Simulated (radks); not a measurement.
Species: the ytterbium ion Yb3+. Configuration: [Xe] 4f11 6p2 (not the ground configuration).

Calculated with a radial shooting solver on a logarithmic mesh with Libxc functionals: scalar-relativistic Kohn-Sham, BLYP, spin-polarised, spherical densities, point nucleus; open shells are filled with parallel spins first (spin-orbit coupling, left out, can overturn this in heavy ions).

Energy parts (Ry):
part                       energy
total                 -28114.2500
kinetic                30645.6269
electron-nucleus      -68923.0833
Hartree                10745.7057
exchange-correlation    -582.4992

Orbitals (lengths in bohr, moments of r in powers of bohr; r(max) is where P^2 peaks; r(90%) holds 90 % of the orbital's charge):
orbital  occ.  eigenvalue (Ry)   r(max)  r(90%)   <1/r>
1s up       1        -4506.343  0.01237  0.0357   80.67
1s down     1        -4506.341  0.01237  0.0357   80.67
2s up       1        -767.2594  0.07057   0.129   18.80
2s down     1        -767.2548  0.07057   0.129   18.80
2p up       3        -676.6992  0.05756   0.121   17.26
2p down     3        -676.6946  0.05756   0.121   17.26
3s up       1        -176.6542   0.1995   0.318   6.944
3s down     1        -176.5382   0.1994   0.318   6.947
3p up       3        -149.3653   0.1966   0.324   6.462
3p down     3        -149.2490   0.1966   0.323   6.466
3d up       5        -116.1306   0.1603   0.305   6.120
3d down     5        -116.0412   0.1603   0.305   6.123
4s up       1        -38.49973   0.4545   0.698   2.947
4s down     1        -38.26637   0.4545   0.698   2.946
4p up       3        -29.50163   0.4753   0.749   2.693
4p down     3        -29.27385   0.4753   0.750   2.692
4d up       5        -17.66070   0.4889   0.830   2.392
4d down     5        -17.43867   0.4890   0.831   2.389
5s up       1         -7.65082    1.036    1.63   1.171
5s down     1         -7.54632    1.041    1.64   1.163
5p up       3         -5.35741    1.164    1.89   1.004
5p down     3         -5.27815    1.170    1.90  0.9968
4f up       7         -4.58374   0.4715    1.11   1.896
4f down     4         -4.37613   0.4726    1.12   1.883
6p up       2         -1.74022    2.892    4.36  0.4120

The highest occupied level is 6p up at -23.677 eV. The density falls to 0.001 e/bohr^3 at r = 4.48 bohr.
